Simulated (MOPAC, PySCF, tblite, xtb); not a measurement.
Energy landscape of H2Ge, singlet: map of symmetric stretch and bend. Scanned: Ge-H bond length and H-Ge-H angle.

GFN2-xTB, 300 K electronic temperature (tblite); RHF/cc-pVDZ (PySCF); PBE/cc-pVDZ (PySCF); B3LYP/cc-pVDZ (PySCF); MP2 on RHF/cc-pVDZ, 9 core orbitals frozen (PySCF); CCSD on RHF/cc-pVDZ, 9 core orbitals frozen (PySCF); CCSD(T) on RHF/cc-pVDZ, 9 core orbitals frozen (PySCF); PM6, restricted, heats of formation (MOPAC); AM1, restricted, heats of formation (MOPAC); GFN1-xTB (xtb); RKS-B3LYP/6-31G* = restricted B3LYP/6-31G*, spherical d run with PySCF 2.14.0; RHF/LANL2DZ = restricted Hartree-Fock/LANL2DZ, with its core potentials past Ne (PySCF 2.14.0); RHF/3-21G = restricted Hartree-Fock/3-21G run with PySCF 2.14.0; RHF/6-31G* = restricted Hartree-Fock/6-31G*, spherical d run with PySCF.

Energies in kcal/mol at chosen points (x: Ge-H bond length (Å); y: H-Ge-H angle (°)), relative to x = 1.60, y = 90:

| method | (2.16, 160) | (2.08, 140) | (1.92, 110) | (1.76, 150) | (1.44, 120) | (1.44, 110) | (2, 180) |
|---|---|---|---|---|---|---|---|
| GFN2-xTB | 39.0 | 31.4 | 15.3 | 30.6 | 22.9 | 15.3 | 35.0 |
| RHF | 100.6 | 71.0 | 29.7 | 54.1 | 19.0 | 12.6 | 117.4 |
| PBE | 77.9 | 54.2 | 21.7 | 45.1 | 22.4 | 16.2 | 94.5 |
| B3LYP | 82.5 | 57.8 | 23.6 | 47.3 | 21.5 | 15.2 | 99.1 |
| MP2 | 95.2 | 67.6 | 29.0 | 51.4 | 19.0 | 12.7 | 111.9 |
| CCSD | 83.0 | 60.3 | 26.1 | 47.7 | 19.5 | 13.3 | 93.7 |
| CCSD(T) | 79.9 | 58.9 | 25.6 | 46.9 | 19.5 | 13.4 | 77.9 |
| PM6 | 109.0 | 79.9 | 37.9 | 33.9 | 1.1 | 0.5 | 96.6 |
| AM1 | 65.0 | 52.4 | 29.7 | 6.2 | -2.5 | -2.2 | 38.3 |
| GFN1-xTB | 77.5 | 60.9 | 31.4 | 43.8 | 14.4 | 8.1 | 82.8 |
| RKS-B3LYP/6-31G* | 83.2 | 58.0 | 23.6 | 47.9 | 22.3 | 15.8 | 100.6 |
| RHF/LANL2DZ | 101.2 | 70.1 | 27.9 | 54.2 | 20.1 | 13.5 | 119.7 |
| RHF/3-21G | 100.2 | 69.0 | 27.1 | 54.4 | 19.1 | 12.8 | 120.1 |
| RHF/6-31G* | 101.7 | 71.3 | 29.6 | 54.7 | 20.0 | 13.3 | 119.9 |
